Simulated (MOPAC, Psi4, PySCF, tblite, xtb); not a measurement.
Dimer C3H10Si ··· H2S (SMILES C[SiH](C)C and S) at R = 4.25 Å between the centres of mass, closest contact 2.67 Å (lowest of the rigid-body minima from ten starts at GFN2-xTB). Geometry in Å and degrees:

```
Si
H 1 1.4981
C 1 1.8879 2 108.83
H 3 1.1022 1 111.27 2 -60.00
H 3 1.1022 4 107.81 1 -122.28
H 3 1.1029 4 107.80 5 -116.13
C 1 1.8880 2 108.83 3 120.00
H 7 1.1022 1 111.27 2 -60.16
H 7 1.1022 8 107.81 1 -122.28
H 7 1.1029 8 107.80 9 -116.13
C 1 1.8880 2 108.84 3 -120.00
H 11 1.1022 1 111.27 2 -60.14
H 11 1.1022 12 107.81 1 -122.28
H 11 1.1029 12 107.80 13 -116.14
H 4 2.6687 3 120.66 5 -78.47
S 15 1.3426 4 104.15 3 -125.96
H 16 1.3426 15 92.55 4 98.75
```

Levels of theory: GFN2-xTB (tblite); SAPT0/jun-cc-pVDZ, frozen core (Psi4); PBE/def2-TZVP, counterpoise-corrected (Psi4); PBE-D3(BJ)/def2-TZVP, counterpoise-corrected (Psi4); wB97X-D/def2-TZVP, counterpoise-corrected (Psi4); HF/aug-cc-pVDZ, counterpoise-corrected (Psi4); MP2/aug-cc-pVDZ = DF-MP2/aug-cc-pVDZ, frozen core, counterpoise-corrected (Psi4 1.11); SCS-MP2/aug-cc-pVDZ = Psi4 with DF-SCS-MP2/aug-cc-pVDZ, frozen core, counterpoise-corrected; PM7, restricted, heats of formation (MOPAC); AM1, restricted, heats of formation (MOPAC); GFN1-xTB (xtb); RKS-B3LYP/6-31G* = restricted B3LYP/6-31G*, spherical d, no counterpoise correction in PySCF; RMP2/3-21G = restricted MP2 (frozen core)/3-21G, no counterpoise correction run with PySCF 2.14.0; RHF/3-21G = restricted Hartree-Fock/3-21G, no counterpoise correction (PySCF); RKS-B3LYP/3-21G = restricted B3LYP/3-21G, no counterpoise correction (PySCF).

What interaction energy does each level give?


| method | E_int / kJ/mol |
|---|---|
| GFN1-xTB | -10.21 |
| PBE-D3(BJ)/def2-TZVP | -9.12 |
| GFN2-xTB | -8.43 |
| RMP2/3-21G | -8.13 |
| wB97X-D/def2-TZVP | -7.81 |
| MP2/aug-cc-pVDZ | -6.06 |
| RKS-B3LYP/3-21G | -5.49 |
| SAPT0/jun-cc-pVDZ | -3.45 |
| SCS-MP2/aug-cc-pVDZ | -3.37 |
| RHF/3-21G | -2.02 |
| PBE/def2-TZVP | -1.83 |
| PM7 | -1.60 |
| RKS-B3LYP/6-31G* | 0.04 |
| AM1 | 0.09 |
| HF/aug-cc-pVDZ | 5.19 |
